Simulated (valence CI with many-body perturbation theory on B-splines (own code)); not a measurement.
The numbers below are computed, except where a source is named.
Level structure of Hf³¹⁺

Level of theory: configuration interaction combined with many-body perturbation theory (CI+MBPT): five valence electrons over a frozen Dirac-Fock core [Kr], radial functions for each j: 7 s, 7 p, 8 d, 6 f, 4 g, 1 h, with the one-electron correlation potential Σ1 (screened to all orders), the two-electron term Σ2, the three-electron term Σ3, Breit, model QED; selected single and double excitations, second order for the rest, scaled by the run's own slope (own B-spline code, finite nucleus).

No measured spectrum was set against this ion. As an estimate, large intervals hold to a few tenths of a per cent, small ones and those within an open d or f shell to about a per cent. The list stops below the first excitations out of the core.

Levels 1 to 37 of 37, with energies above the lowest level, (4d3/2^4 4d5/2) J=5/2. "Leading %" is the weight of the configuration and term that name the level; weights of strongly mixed levels are sums over their largest components and can fall short. In the jj column 3d3/2^4 stands for four electrons in 3d with j = 3/2.

```csv
No.,Configuration,Term,J,E (cm⁻¹),Leading %,Second component,Leading jj
1,4d5,4P,5/2,0,29,20 % 4d5 2D,4d3/2^4 4d5/2 (89 %)
2,4d5,6S,5/2,85033,39,23 % 4d5 2F,4d3/2^3 4d5/2^2 (82 %)
3,4d5,4G,7/2,120770,36,22 % 4d5 2F,4d3/2^3 4d5/2^2 (98 %)
4,4d5,4D,3/2,124430,41,31 % 4d5 4P,4d3/2^3 4d5/2^2 (97 %)
5,4d5,2H,11/2,128070,40,39 % 4d5 4G,4d3/2^3 4d5/2^2 (97 %)
6,4d5,4G,9/2,139150,36,25 % 4d5 2G,4d3/2^3 4d5/2^2 (93 %)
7,4d5,4D,5/2,146070,34,23 % 4d5 2D,4d3/2^3 4d5/2^2 (87 %)
8,4d5,4P,1/2,152230,48,24 % 4d5 2S,4d3/2^3 4d5/2^2 (84 %)
9,4d5,2F,7/2,161660,38,29 % 4d5 2G,4d3/2^3 4d5/2^2 (95 %)
10,4d5,2D,3/2,200650,55,24 % 4d5 4F,4d3/2^3 4d5/2^2 (78 %)
11,4d5,2D,5/2,205690,31,25 % 4d5 6S,4d3/2^2 4d5/2^3 (81 %)
12,4d5,4D,7/2,226450,52,38 % 4d5 4G,4d3/2^2 4d5/2^3 (97 %)
13,4d5,2I,11/2,231510,52,46 % 4d5 4G,4d3/2^2 4d5/2^3 (97 %)
14,4d5,4G,9/2,236420,55,38 % 4d5 2G,4d3/2^2 4d5/2^3 (93 %)
15,4d5,4D,1/2,243250,75,14 % 4d5 2S,4d3/2^2 4d5/2^3 (95 %)
16,4d5,2I,13/2,248600,100,,4d3/2^2 4d5/2^3 (100 %)
17,4d5,4P,3/2,250160,53,33 % 4d5 4F,4d3/2^2 4d5/2^3 (95 %)
18,4d5,2F,5/2,253970,41,28 % 4d5 4D,4d3/2^2 4d5/2^3 (94 %)
19,4d5,2H,9/2,271940,52,47 % 4d5 4F,4d3/2^2 4d5/2^3 (99 %)
20,4d5,2G,7/2,277060,61,34 % 4d5 2F,4d3/2^2 4d5/2^3 (99 %)
21,4d5,4F,5/2,280860,61,24 % 4d5 2D,4d3/2^2 4d5/2^3 (96 %)
22,4d5,2D,3/2,286100,87,7 % 4d5 4D,4d3/2^2 4d5/2^3 (79 %)
23,4d5,4P,1/2,299270,36,32 % 4d5 2P,4d3/2^2 4d5/2^3 (74 %)
24,4d5,2G,7/2,300970,43,38 % 4d5 2F,4d3/2^2 4d5/2^3 (92 %)
25,4d5,2G,9/2,323710,73,14 % 4d5 2H,4d3/2^2 4d5/2^3 (93 %)
26,4d5,4P,5/2,345300,35,22 % 4d5 2F,4d3/2 4d5/2^4 (88 %)
27,4d5,2P,3/2,365440,71,28 % 4d5 2D,4d3/2^2 4d5/2^3 (93 %)
28,4d5,4F,7/2,371330,31,30 % 4d5 2F,4d3/2 4d5/2^4 (98 %)
29,4d5,2D,5/2,372380,68,21 % 4d5 2F,4d3/2^2 4d5/2^3 (76 %)
30,4d5,2H,11/2,379640,58,26 % 4d5 2I,4d3/2 4d5/2^4 (98 %)
31,4d5,2D,3/2,381270,31,27 % 4d5 4D,4d3/2 4d5/2^4 (92 %)
32,4d5,2G,9/2,399200,62,16 % 4d5 2H,4d3/2 4d5/2^4 (92 %)
33,4d5,2D,5/2,411330,66,22 % 4d5 2F,4d3/2 4d5/2^4 (78 %)
34,4d5,2G,7/2,419680,59,31 % 4d5 2F,4d3/2 4d5/2^4 (94 %)
35,4d5,2P,1/2,444150,61,30 % 4d5 2S,4d3/2 4d5/2^4 (84 %)
36,4d5,2D,3/2,487720,76,17 % 4d5 2P,4d3/2 4d5/2^4 (91 %)
37,4d5,2D,5/2,518620,48,21 % 4d5 2F,4d5/2^5 (88 %)
```

The ionisation energy to 4d4 3P_0 of the next ion comes out as 1245.7 eV (NIST: 1245 ± 4 eV (theoretical)). All 37 levels together are meant to be complete up to 956760 cm⁻¹.
